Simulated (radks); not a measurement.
Values are calculated unless marked as measured or tabulated.
Species: the samarium ion Sm2+. Configuration: [Xe] 4f5 6s1 (not the ground configuration).

Code: a radial shooting solver on a logarithmic mesh with Libxc functionals. Model: scalar-relativistic Kohn-Sham, r2SCAN, spin-polarised, spherical densities, finite nucleus; open shells are filled with parallel spins first (spin-orbit coupling, left out, can overturn this in heavy ions); meta-GGA in the generalised Kohn-Sham scheme; Fermi nuclear charge, rms radius 5.0819 fm.

Energy parts (Ry):
| part | energy |
|---|---|
| total | -20854.1740 |
| kinetic | 22290.8226 |
| electron-nucleus | -50668.9217 |
| Hartree | 7994.3797 |
| exchange-correlation | -470.4546 |

Orbitals (lengths in bohr, moments of r in powers of bohr; r(max) is where P^2 peaks; r(90%) holds 90 % of the orbital's charge):
| orbital | occ. | eigenvalue (Ry) | <r^2> | r(max) | r(90%) |
|---|---|---|---|---|---|
| 1s up | 1 | -3437.318 | 0.0007051 | 0.01449 | 0.0411 |
| 1s down | 1 | -3437.317 | 0.0007051 | 0.01449 | 0.0411 |
| 2s down | 1 | -564.6056 | 0.01111 | 0.08211 | 0.150 |
| 2s up | 1 | -564.6048 | 0.01111 | 0.08211 | 0.150 |
| 2p up | 3 | -503.5804 | 0.008922 | 0.06636 | 0.139 |
| 2p down | 3 | -503.5802 | 0.008921 | 0.06636 | 0.139 |
| 3s up | 1 | -125.6849 | 0.07409 | 0.2334 | 0.373 |
| 3s down | 1 | -125.5261 | 0.07397 | 0.2333 | 0.373 |
| 3p up | 3 | -106.5052 | 0.07428 | 0.2289 | 0.379 |
| 3p down | 3 | -106.3460 | 0.07413 | 0.2288 | 0.378 |
| 3d up | 5 | -80.52613 | 0.06285 | 0.1880 | 0.360 |
| 3d down | 5 | -80.40137 | 0.06267 | 0.1879 | 0.360 |
| 4s up | 1 | -26.75351 | 0.3779 | 0.5394 | 0.830 |
| 4s down | 1 | -26.34780 | 0.3776 | 0.5391 | 0.830 |
| 4p up | 3 | -20.40909 | 0.4260 | 0.5627 | 0.889 |
| 4p down | 3 | -19.99908 | 0.4258 | 0.5622 | 0.889 |
| 4d up | 5 | -11.47122 | 0.5173 | 0.5869 | 1.00 |
| 4d down | 5 | -11.05507 | 0.5188 | 0.5863 | 1.00 |
| 5s up | 1 | -4.78661 | 2.118 | 1.243 | 1.97 |
| 5s down | 1 | -4.58070 | 2.208 | 1.260 | 2.02 |
| 5p up | 3 | -3.18572 | 2.832 | 1.395 | 2.30 |
| 5p down | 3 | -3.03502 | 2.926 | 1.419 | 2.34 |
| 4f up | 5 | -1.88616 | 1.038 | 0.6047 | 1.52 |
| 4f down | 0 | -1.50432 | 1.149 | 0.6071 | 1.62 |
| 6s up | 1 | -1.20285 | 12.90 | 3.127 | 4.83 |

The highest occupied level is 6s up at -16.366 eV. The configuration is held as typed, so some empty levels lie below it. Spin moment in Bohr magnetons: 6. The electron density at the nucleus is 5.566e+05 e/bohr^3 (large components only). The spin density at the nucleus is 44.42 e/bohr^3 (1s 0.25, 2s -0.16, 3s -11.85, 4s 0.56, 5s 17.49, 6s 38.13).
